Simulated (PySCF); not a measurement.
# Which determinant of NaSr⁺ lies lowest?

Unrestricted PBE0; basis Na def2-SVP, Sr def2-SVP with ECP28; scalar-relativistic core potentials; PySCF 2.14. Outer shells of the fragments: Na+ closed shells only; Sr 5s2.

Followed along the bond (rough minima from three points):

| 2Ms+1 | unpaired | ⟨S²⟩ at the start | R at minimum (Å) | Te (eV) |
| --- | --- | --- | --- | --- |
| 1 | none | 0.00 | 3.69 | 0.00 |
| 3 | σ ↑, π ↑ | 2.00 | 3.55 | 1.65 |
| 3 | σ ↑↑ | 2.00 | none in the scan | ≤ 0.97 |

Solutions found at the starting distance of 3.385 Å, counted from the lowest of them; the search is not exhaustive and high or unbound solutions are not listed, so other states can lie among these:

```tsv
2Ms+1	unpaired	term	E (eV)	⟨S²⟩	⟨Lz²⟩	μ (D)
1	none	¹Σ⁺	0.00	0.00	0.00	-2.91
3	σ ↑↑	³Σ⁺	1.20	2.00	0.00	-3.81
3	σ ↑, π ↑	³Π	1.60	2.00	1.00	-1.67
1	σ ↑, π ↓	mixed	2.07	1.00	1.01	-1.86
3	σ ↑, δ ↑	³Δ	2.18	2.00	4.00	-4.35
1	σ ↑, δ ↓	mixed	2.30	1.00	4.00	-3.79
```

A term symbol is given only where ⟨S²⟩ and ⟨Lz²⟩ are close to those of a pure state; real π, δ and φ orbitals otherwise mix terms. A positive dipole points towards Sr; it is taken about the centre of mass and depends on that origin.

Counting both spins, an empty level lies below a filled one in some of these solutions, because spin and occupation are held.
